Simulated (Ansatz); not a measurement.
`N#[C][Ge]([F])([F])[F]` + `C[Si](O)([SiH3])Cl` → `[F][Ge]([F])([F])[SiH3]` + `C[Si](O)(Cl)C#N`  (redistribution)

Isolated molecules relaxed with PBE0-D4/def2-TZVP in Ansatz; ΔE leaves out vibrations. CCSD(T)/CBS is the MP2 limit (def2-TZVPP, def2-QZVPP) plus CCSD(T) − MP2 in def2-TZVPP, frozen cores. DFT in def2-TZVPP. B3LYP here is the variant with VWN-RPA as its local correlation; programs differ in this. For Ge outer-core shells are correlated without core-valence functions, which leaves a few kJ/mol of doubt a bond. Scalar relativity is left out up to krypton. Each species was taken in one conformer, which may not be the lowest.

Is it downhill or uphill in electronic energy at CCSD(T)/CBS, and by how much? (Best estimate.)

Ansatz gave: Downhill: ΔE = -0.94 eV.

What do these levels give: B3LYP-D4, B2PLYP, PBE, r2SCAN, SCS-MP2/def2-TZVPP, CCSD(T)/def2-TZVPP, HF/def2-QZVPP, MP2/def2-QZVPP, SCS-MP2/def2-QZVPP, HF/CBS(def2), MP2/CBS(def2), CCSD/CBS(def2)? (Best estimate.)

The calculation gave: B3LYP-D4 -0.99, B2PLYP -0.96, PBE -0.95, r2SCAN -0.97, SCS-MP2/def2-TZVPP -0.86, CCSD(T)/def2-TZVPP -0.84, HF/def2-QZVPP -0.93, MP2/def2-QZVPP -0.93, SCS-MP2/def2-QZVPP -0.91, HF/CBS(def2) -0.93, MP2/CBS(def2) -0.97, CCSD/CBS(def2) -0.95 eV.

Largest T1 diagnostic among the species: 0.013.

In def2-TZVPP, CCSD(T) changes the Hartree–Fock value by +0.09 eV (the triples alone add +0.01 eV) and MP2 by +0.05 eV.
